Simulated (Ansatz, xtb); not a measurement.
## Relative energy of two structures of H2InNSi

We compare X, a singlet given by its coordinates, with Y, `[SiH2]=[N][In]`, a singlet. Both are isolated molecules in the gas phase, relaxed with PBE0-D4/def2-TZVP.

X (Å):

```yaml
atoms:
  - { symbol: In, position_ang: [-2.0964, -1.9424, 2.2439] }
  - { symbol: N, position_ang: [-1.8206, -0.1060, 1.0763] }
  - { symbol: Si, position_ang: [-0.4902, 0.4778, 1.9178] }
  - { symbol: H, position_ang: [-2.2863, 0.3209, 0.2852] }
  - { symbol: H, position_ang: [-0.1360, 1.7952, 1.2270] }
```

Close contacts (Å): In1–N2 2.19, In1–Si3 2.92, N2–Si3 1.68, N2–H4 1.01, Si3–H5 1.53.

Y (Å):

```json
{"atom": "In", "x (Å)": "-0.7755", "y (Å)": "-0.9853", "z (Å)": "-2.2074"}
{"atom": "N", "x (Å)": "-0.3023", "y (Å)": "0.0984", "z (Å)": "-0.5227"}
{"atom": "Si", "x (Å)": "0.0587", "y (Å)": "0.9298", "z (Å)": "0.7714"}
{"atom": "H", "x (Å)": "1.4404", "y (Å)": "1.2221", "z (Å)": "1.2491"}
{"atom": "H", "x (Å)": "-0.9297", "y (Å)": "1.5432", "z (Å)": "1.7039"}
```

Q: Estimate E(Y) − E(X) at the level CCSD(T)/def2-TZVPP.

A: Calculated at CCSD(T)/def2-TZVPP: E(Y) − E(X) = +0.424 eV, so structure X lies lower.

Level by level:

```tsv
level	geometry	E(Y) − E(X) (eV)	departure from the last row (eV)	job, with rough time for the two
GFN2-xTB	GFN2-xTB	−0.327	−0.751	optimisation, 0.18 s
HF/STO-3G	GFN2-xTB	+1.231	+0.807	single point, 0.42 s
r2SCAN-D4/def2-SVP	GFN2-xTB	+0.417	−0.007	single point, 1.1 s
PBE0-D4/def2-TZVP	PBE0-D4/def2-TZVP	+0.484	+0.059	optimisation, 11 s
HF/def2-TZVPP	PBE0-D4/def2-TZVP	+0.350	−0.074	part of the CCSD(T) run
MP2/def2-TZVPP	PBE0-D4/def2-TZVP	+0.282	−0.142	part of the CCSD(T) run
CCSD(T)/def2-TZVPP	PBE0-D4/def2-TZVP	+0.424		single point, 20 s
```

GFN2-xTB puts the two in the other order. The largest departure from CCSD(T)/def2-TZVPP is that of HF/STO-3G, 0.807 eV. A small imaginary or near-zero mode remains, so no thermal terms are given.

The correlated steps freeze 10 core orbitals; the filled d shell of In is correlated, in a basis made for valence electrons. Atoms past krypton carry core potentials in the def2 sets, other sets are all-electron and non-relativistic, and no spin–orbit term is included. Programs: Ansatz 0.2.0, xtb 6.7.1; the last row on 2 threads of Intel(R) Xeon(R) 6975P-C (Granite Rapids) on a shared host.
